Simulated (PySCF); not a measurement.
Species: C₃H₁₄OSi₃.
Z-matrix (Å and degrees, PBE0-D3(BJ)/def2-SVP geometry), rows numbered from 1:
```
C 
C   1  1.5211
C   2  1.5287  1  113.26
Si  3  1.8931  2  114.30  1   179.18
Si  4  2.3517  3  110.75  2    59.06
O   5  1.6674  4  110.63  3   175.63
Si  6  1.6564  5  143.11  4    46.97
H   1  1.1009  2  111.62  3   179.40
H   1  1.1019  2  111.13  3   -60.35
H   1  1.1019  2  111.13  3    59.17
H   2  1.1042  1  109.47  3   122.45
H   2  1.1047  1  109.28  3  -122.64
H   3  1.1045  2  110.24  1    57.24
H   3  1.1048  2  110.25  1   -59.14
H   4  1.4981  3  110.56  2   179.59
H   4  1.5001  3  110.26  2   -61.34
H   5  1.4949  4  110.50  3    56.21
H   5  1.4990  4  110.77  3   -62.85
H   7  1.4957  6  110.21  5   -55.10
H   7  1.4948  6  110.54  5    64.97
H   7  1.4894  6  108.50  5  -175.01
```

All values: PBE0/pcSseg-1 (PySCF, non-relativistic), on one gas-phase PBE0-D3(BJ)/def2-SVP geometry that isn't relaxed in the solvent. The solvent is an IEF-PCM continuum (cavity from Bondi-type radii × 1.2). The model holds no explicit solvent molecules, cavitation or dispersion.

```tsv
run	E − E(gas) (kcal/mol)	HOMO (eV)	HOMO–LUMO gap (eV)	dipole (D)
gas	0.00	-7.65	7.16	1.31
P	-1.06	-7.57	7.17	1.52
Q	-0.58	-7.59	7.16	1.43
```

**Question.** The runs were made in chloroform and cyclohexane. Which run belongs to which solvent?

**Answer.** P = chloroform, Q = cyclohexane. The dielectric constants are 2.017 (cyclohexane), 4.711 (chloroform), and the energy falls further as ε rises. In this model the ground state sees the solvent through ε alone.

**Question.** How constant is the ratio of the lowering to (ε − 1)/(2ε + 1)?

**Answer.** 
```tsv
solvent	(ε − 1)/(2ε + 1)	E − E(gas) (kcal/mol)	ratio (kcal/mol)	polarisation term (kcal/mol)
cyclohexane	0.202	-0.58	-2.8	-0.60
chloroform	0.356	-1.06	-3.0	-1.14
```

The ratio changes by +4.8 % in size from cyclohexane to chloroform. The polarisation term is half the interaction of the solute with the induced surface charges.
